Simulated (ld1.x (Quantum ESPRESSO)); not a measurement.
# Rh, TM: configuration errors across variants

- Element: Rh (Z = 45)
- Generator: ld1.x (Quantum ESPRESSO) 7.5
- Type: norm-conserving Troullier–Martins (Kleinman–Bylander form)
- Functional: PBE
- Relativity: scalar-relativistic
- Frozen core: [Ar] 3d10
- Valence charge: 17
- Reference configuration: 4s2 4p6 4d7 5s0 5p0 (charge +2)
- Partial waves: 4s (bound): rc 1.65 bohr; 4p (bound): rc 1.20 bohr; 4d (bound): rc 1.70 bohr
- Local potential: the d channel
- Core correction: Bessel-smoothed model core inside 1.05 bohr

All-electron excitation energies from the reference (eV): (1) 4s2 4p6 4d8 5s1 5p0 -26.971; (2) 4s2 4p6 4d8 5s0 5p0 -19.511; (3) 4s2 4p6 4d6 5s0 5p0 32.505; (4) 4s2 4p6 4d7 5s1 5p0 -15.845; (5) 4s2 4p5 4d8 5s1 5p0 29.663; (6) 4s2 4p6 4d7 5s1 5p1 -20.352; (7) 4s2 4p6 4d9 5s0 5p0 -27.881.

3 further variants failed, have other tests or another functional or relativity, and are left out.

Errors AE − PS in meV (a dash: test not solved or not reliable):

| change | (1) | (2) | (3) | (4) | (5) | (6) | (7) | bound ghosts |
| --- | --- | --- | --- | --- | --- | --- | --- | --- |
| base | +607 | +0.3 | -1.6 | +981 | +1071 | +848 | -2.1 | none |
| core correction Bessel-smoothed model core inside 1.38 bohr | +613 | +0.2 | -1.7 | +995 | +1088 | +859 | -2.3 | none |
| type ultrasoft; waves now 4s (bound): rcut 1.45, rcutus 1.65 bohr; 5s (bound): rcut 1.45, rcutus 1.65 bohr; 4p (bound): rc 1.20 bohr; 5p (bound): rc 1.20 bohr; 4d (bound): rcut 1.50, rcutus 1.70 bohr; 4d channel at -0.85 Ry: rcut 1.50, rcutus 1.70 bohr; local potential all-electron potential smoothed inside 1.35 bohr (lloc = -1); augmentation built from norm-conserving waves at rcut, not smoothed further | – | – | – | – | – | – | – | not determined |
| all radii but the core radius scaled by about 1.39 (s 2.30, p 1.66, d 2.36 bohr) | +2476 | -18 | -1.2 | +3853 | +4295 | +3366 | -75 | none |
| wave 4d (bound): rc 1.70 bohr becomes 4d (bound): rc 1.90 bohr | +620 | -3.0 | -3.9 | +1022 | +1118 | +865 | -13 | none |
| wave 4d (bound): rc 1.70 bohr becomes 4d (bound): rc 1.66 bohr | +607 | +0.3 | -1.6 | +981 | +1071 | +848 | -2.1 | none |
| local potential the s channel | +1655 | +30 | +43 | +2426 | +2602 | +2410 | +77 | none |
| all radii but the core radius scaled by about 0.86 (s 1.42, p 1.04, d 1.46 bohr) | +228 | +1.4 | -0.8 | +369 | +384 | +319 | +1.4 | none |

(1) Give the same row for: wave 4s (bound): rc 1.65 bohr becomes 4s (bound): rc 1.84 bohr.

Answers

(1) +1120, +0.4, -1.1, +1771, +1956, +1550, -1.9; bound ghosts: none.
